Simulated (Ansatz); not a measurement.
A nudged elastic band was laid between two geometries of CH₈GeOSSi (13 atoms, charge 0, multiplicity 1).

These are results of RKS revPBE-D4/def2-SVP in Ansatz 0.2.0, not measurements.

```
movable images  : 5
climbing image  : yes
spring          : 5.0 eV/Å²
optimiser       : quadratic models (default)
start path      : through a guess of the saddle point
force threshold : 0.05 eV/Å
iteration limit : 60
end points      : relaxed
```

Initial state:

```xyz
13
Properties=species:S:1:pos:R:3
O -2.639 -0.668 0.181
Si -1.276 0.328 0.143
S -1.191 1.251 -1.806
C 0.290 -0.654 0.512
Ge 1.967 0.320 0.073
H -2.604 -1.359 0.866
H -1.394 1.497 1.082
H -0.974 0.071 -2.453
H 0.285 -1.602 -0.066
H 0.318 -0.926 1.590
H 2.232 0.244 -1.452
H 1.852 1.804 0.511
H 3.154 -0.340 0.833
```

Final state:

```xyz
13
Properties=species:S:1:pos:R:3
O -2.424 -0.980 0.452
Si -1.219 0.184 0.257
S -1.281 1.113 -1.707
C 0.408 -0.694 0.552
Ge 2.008 0.366 0.044
H -3.322 -0.657 0.255
H -1.404 1.361 1.176
H -0.955 -0.037 -2.363
H 0.418 -1.644 -0.024
H 0.482 -0.965 1.626
H 2.206 0.317 -1.492
H 1.842 1.840 0.499
H 3.261 -0.239 0.741
```

Q: Which bonds break or form, and what moves?

A: No bond is made or broken. The dihedral H6–O1–Si2–H7 goes from -87 to 61°.

Q: Give the energies along the band, and the barrier.

A: The forces met the threshold. The highest image is number 1 of 0 to 6, 0.1 kcal/mol above the first end and 2.5 kcal/mol above the last; the last end lies 2.4 kcal/mol below the first. The top lies less than 8 meV above the higher end, about what the thresholds resolve: that end is a shoulder or a very shallow well. A vibrational analysis at the climbing image gives one clearly imaginary mode, 127i cm⁻¹: a first-order saddle point.

```json
{"image": "0", "path coordinate (Å)": "0.00", "energy (kcal/mol)": "0.0", "dihedral H6–O1–Si2–H7 (°)": "-87"}
{"image": "1", "path coordinate (Å)": "0.77", "energy (kcal/mol)": "0.1", "dihedral H6–O1–Si2–H7 (°)": "-38"}
{"image": "2", "path coordinate (Å)": "1.05", "energy (kcal/mol)": "-0.1", "dihedral H6–O1–Si2–H7 (°)": "-12"}
{"image": "3", "path coordinate (Å)": "1.32", "energy (kcal/mol)": "-1.0", "dihedral H6–O1–Si2–H7 (°)": "14"}
{"image": "4", "path coordinate (Å)": "1.60", "energy (kcal/mol)": "-1.8", "dihedral H6–O1–Si2–H7 (°)": "37"}
{"image": "5", "path coordinate (Å)": "1.87", "energy (kcal/mol)": "-2.3", "dihedral H6–O1–Si2–H7 (°)": "53"}
{"image": "6", "path coordinate (Å)": "2.15", "energy (kcal/mol)": "-2.4", "dihedral H6–O1–Si2–H7 (°)": "61"}
```

Q: What is the geometry of the highest image?

A: 
```xyz
13
Properties=species:S:1:pos:R:3
O -2.617 -0.791 0.209
Si -1.275 0.232 0.135
S -1.217 1.148 -1.821
C 0.332 -0.700 0.437
Ge 1.971 0.356 0.063
H -2.976 -0.922 1.105
H -1.427 1.377 1.100
H -0.708 0.033 -2.418
H 0.348 -1.612 -0.196
H 0.364 -1.043 1.494
H 2.243 0.379 -1.463
H 1.800 1.809 0.582
H 3.181 -0.300 0.787
```

Time of the run: 5.5 min on 2 threads of Arm Neoverse N1 (shared host), peak memory 0.2 GiB.
